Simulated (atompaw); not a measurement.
Ag PAW (atompaw): all-electron and pseudo phase curves

silver, PAW, made with atompaw 4.2.0.5 (PBE, non-relativistic). Core [Kr], reference 4d10 5s1 5p0. Waves: 5s (bound): rc 3.00 bohr; 5s channel at 4.25 Ry: rc 2.55 bohr; 5p (bound, empty): rc 3.00 bohr; 5p channel at 2.25 Ry: rc 3.00 bohr; 4d (bound): rc 1.75 bohr; 4d channel at 0.85 Ry: rc 1.75 bohr. Local part: bessel scheme, radius 2.55 bohr. Core correction: smooth core density matched at 2.30 bohr. Augmentation charge: sinc compensation charge, radius 2.30 bohr; PAW radius 3.00 bohr; waves and projectors: custom polynom vanderbiltortho.

The phase is arctan(r·u′/u) with u = r·R(r), unwrapped; energies in Ry, scanned from -3 to 5 Ry. A pole is an energy at which the radial function vanishes at the test radius. The pseudo phase is shifted by a multiple of π to meet the all-electron one at the reference energy, and phase errors are pseudo minus all-electron; the curves can meet again beyond the range given. Levels narrower than the energy grid can be missing from the lists of poles.

| channel | radius (bohr) | reference energy (Ry) | poles, all-electron | poles, pseudo | unbroken range about the reference energy with phases within 0.05 rad | phase error 1 Ry above the reference energy (rad) |
| --- | --- | --- | --- | --- | --- | --- |
| s | 3.00 | -0.29 | 1.00 | 0.98 | the whole range | -0.002 |
| p | 3.00 | -0.06 | 1.87 | 1.87 | below 4.0 | -0.001 |
| d | 3.00 | -0.58 | -0.48, 3.65 | -0.48, 3.71 | the whole range | +0.000 |

Phases in the d channel:

| E (Ry) | all-electron | pseudo |
| --- | --- | --- |
| -3.00 | 1.383 | 1.383 |
| -2.76 | 1.375 | 1.375 |
| -2.52 | 1.366 | 1.366 |
| -2.28 | 1.356 | 1.356 |
| -2.04 | 1.343 | 1.343 |
| -1.80 | 1.327 | 1.328 |
| -1.56 | 1.307 | 1.307 |
| -1.32 | 1.278 | 1.278 |
| -1.08 | 1.228 | 1.228 |
| -0.84 | 1.090 | 1.090 |
| -0.60 | -0.992 | -0.992 |
| -0.36 | -1.707 | -1.707 |
| -0.12 | -1.813 | -1.813 |
| 0.12 | -1.883 | -1.883 |
| 0.36 | -1.955 | -1.955 |
| 0.60 | -2.051 | -2.051 |
| 0.84 | -2.199 | -2.199 |
| 1.08 | -2.463 | -2.463 |
| 1.32 | -2.959 | -2.958 |
| 1.56 | -3.621 | -3.618 |
| 1.80 | -4.072 | -4.069 |
| 2.04 | -4.309 | -4.306 |
| 2.28 | -4.442 | -4.439 |
| 2.52 | -4.527 | -4.523 |
| 2.76 | -4.585 | -4.582 |
| 3.00 | -4.629 | -4.625 |
| 3.24 | -4.664 | -4.660 |
| 3.48 | -4.694 | -4.688 |
| 3.72 | -4.720 | -4.713 |
| 3.96 | -4.743 | -4.735 |
| 4.20 | -4.766 | -4.757 |
| 4.44 | -4.790 | -4.777 |
| 4.68 | -4.815 | -4.798 |
| 4.92 | -4.842 | -4.821 |
